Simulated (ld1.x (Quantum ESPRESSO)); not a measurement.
# Pseudopotential generation for Ce (Z = 58): TM, PBE, scalar-relativistic.

```
Element                 : Ce (Z = 58)
Generator               : ld1.x (Quantum ESPRESSO) 7.5
Type                    : norm-conserving Troullier–Martins (Kleinman–Bylander form)
Functional              : PBE
Relativity              : scalar-relativistic
Frozen core             : [Kr] 4d10
Valence charge          : 12
Reference configuration : 4f1 5s2 5p6 5d2 6s1 6p0
Partial waves           : 5s (bound): rc 1.55 bohr; 5d (bound): rc 4.10 bohr; 4f (bound): rc 0.85 bohr; 5p (bound): rc 1.55 bohr
Local potential         : the p channel
Core correction         : none
```

Occupied shells without a wave of their own: 6s. They enter only through the test configuration that unscreens the potential.

Poles of the logarithmic derivatives, all-electron (AE) and pseudo (PS). s: poles at 0.4, 3.5 (AE) and 0.3, 2.8 (PS) Ry. p: poles at -1.6, 1.0, 4.2 (AE) and -1.6, 1.0, 4.1 (PS) Ry. d: poles at 0.0, 2.1 (AE) and 0.0, 2.2 (PS) Ry. f: poles at -0.3, 1.5, 3.9 (AE) and -0.3, 1.5, 4.2 (PS) Ry. Test radius 4.46 bohr.

- Cutoffs needed: over 300 Ry and over 300 Ry (the cutoffs (Ry, on a coarse ladder) from which the occupation-weighted sum of valence levels, in a spherical-Bessel basis at the reference potential, stays within 10 and 1 mRy of its value at 400 Ry)
- Ghost test: no extra level below or beside the all-electron valence levels (s, d, f, p tested) (spherical-Bessel basis up to 400 Ry, 20 bohr box)
- Largest excitation error: +436 meV (all-electron minus pseudo) for 4f0 5s2 5p6 5d2 6s1 6p0, out of 7 test configurations
